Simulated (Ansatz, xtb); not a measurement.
## C2H2AlF: where a starting geometry ends

The starting geometry of this gas-phase singlet was built from a drawn formula by distance geometry and a force field; its bonds are those of `[C]=[CH][AlH][F]`.

```yaml
atoms:
  - { symbol: C, position_ang: [2.3479, -2.0629, 0.2402] }
  - { symbol: C, position_ang: [1.2362, -1.4617, 0.4982] }
  - { symbol: Al, position_ang: [1.1032, -0.2739, 2.0658] }
  - { symbol: F, position_ang: [-0.3868, 0.6065, 2.4058] }
  - { symbol: H, position_ang: [0.3572, -1.5942, -0.1487] }
  - { symbol: H, position_ang: [2.3941, -0.1156, 2.9962] }
```

**Question.** Predict what it relaxes into with r2SCAN-D4/def2-SVP.

**Answer.** It rearranges to `C#[C][AlH][F]`. Contacts that open: C2–Al3 (1.97 → 3.13 Å). Contacts that close: C1–Al3 (2.84 → 1.90 Å).

The energy falls by 1.94 eV over 19 steps:

```
step  E − E(last) (eV)
   1             1.935
   3             1.702
   5             1.469
   7             0.716
   9             0.583
  11             0.398
  13             0.170
  15             0.017
  17             0.002
  19             0.000
```

Final geometry (Å):

```xyz
6

C     1.0717   -1.1636    0.8161
C     0.8942   -1.8313   -0.1957
Al    1.4059   -0.1466    2.3867
F     0.1736    0.8022    2.9771
H     0.7337   -2.4157   -1.0858
H     2.7728   -0.1468    3.1591
```

From the same start GFN2-xTB reaches the same bonding as this run.

The end wasn't checked by frequencies. Run with Ansatz 0.2.0, 21 s on 2 threads of Intel(R) Xeon(R) Processor @ 2.70GHz, with other jobs on the host.
